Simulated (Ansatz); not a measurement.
A nudged elastic band was laid between two geometries of CH$_{2}$F$_{2}$OSi (7 atoms, charge 0, multiplicity 1).

These are results of RKS B3LYP-D4/def2-SVP (Ansatz 0.2.0), not measurements.

```yaml
movable_images: 9
climbing_image: yes
spring: 5.0 eV/Å²
optimiser: quadratic models (default)
start_path: IDPP
force_threshold: 0.03 eV/Å
iteration_limit: 60
end_points: relaxed
```

First end point:

```xyz
7
Properties=species:S:1:pos:R:3
O -0.699 0.642 1.526
Si 0.265 -0.020 0.381
F 1.336 -1.037 1.042
C 0.066 -0.007 -1.317
F -0.855 0.746 -1.963
H -0.946 0.116 2.297
H 0.834 -0.440 -1.967
```

Last end point:

```xyz
7
Properties=species:S:1:pos:R:3
O -0.546 0.671 1.548
Si 0.259 -0.137 0.370
F 1.353 -1.150 0.990
C -0.027 0.112 -1.289
F 0.690 -0.460 -2.286
H -0.910 0.173 2.291
H -0.819 0.790 -1.624
```

Question: Which bonds break or form, and what moves?

Answer: No bond is made or broken. The dihedral F3–Si2–C4–F5 goes from 176 to -4°.

Question: Give the energies along the band, and the barrier.

Answer: It converged. The highest image is number 5 of 0 to 10, 1.30 eV above the ends, which have the same energy within 2 meV. A vibrational analysis at the climbing image gives one clearly imaginary mode, 378i cm⁻¹: a first-order saddle point.

| image | path coordinate (Å) | energy (eV) | dihedral F3–Si2–C4–F5 (°) |
| --- | --- | --- | --- |
| 0 | 0.00 | 0.00 | 176 |
| 1 | 0.42 | 0.05 | 167 |
| 2 | 0.85 | 0.29 | 152 |
| 3 | 1.27 | 0.67 | 139 |
| 4 | 1.70 | 1.08 | 127 |
| 5 | 2.12 | 1.30 | 114 |
| 6 | 2.59 | 1.00 | 90 |
| 7 | 3.06 | 0.49 | 56 |
| 8 | 3.53 | 0.12 | 13 |
| 9 | 4.01 | 0.01 | 5 |
| 10 | 4.48 | 0.00 | -4 |

Question: What is the geometry of the highest image?

Answer: 
```xyz
7
Properties=species:S:1:pos:R:3
O -0.150 1.017 1.520
Si 0.039 -0.097 0.322
F 0.570 -1.366 1.179
C 0.011 -0.346 -1.447
F -1.209 -0.356 -2.084
H 0.046 0.765 2.438
H 0.693 0.383 -1.928
```

Question: What are the harmonic wavenumbers there?

Answer: 378i, 113, 171, 321, 379, 449, 537, 718, 778, 906, 953, 1100, 1287, 3027, 3745 cm⁻¹.

Run time: 9 min on 1 thread of Intel(R) Xeon(R) 6975P-C (Granite Rapids) (shared host), peak memory 0.28 GiB.
